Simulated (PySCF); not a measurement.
SbBr₂, SMILES [Br][Sb+][Br] (connectivity only; charge and spin as stated), charge +1, multiplicity 1.

Geometry: r2SCAN-D4/def2-SVP. The multiplicity is an assumed one; other spin states were not compared. The isomer is the one that the SMILES or the coordinates give; other isomers of the formula were not compared. The def2 effective core potentials stand for the cores of Sb; spin–orbit coupling is left out.

Method: PySCF with M06-2X/def2-TZVPD.

Symmetry labels are those of the subgroup C2v that the program uses (full group C2v).

Computed valence orbital energies around the gap with their symmetry:
```csv
orbital,symmetry,energy (eV)
HOMO−7,B2,-28.84
HOMO−6,A1,-22.65
HOMO−5,B2,-17.48
HOMO−4,A1,-16.64
HOMO−3,B1,-16.15
HOMO−2,A2,-15.30
HOMO−1,B2,-15.07
HOMO,A1,-15.06
LUMO,B1,-9.02
LUMO+1,A1,-6.36
LUMO+2,B2,-6.20
LUMO+3,A1,-3.79
```
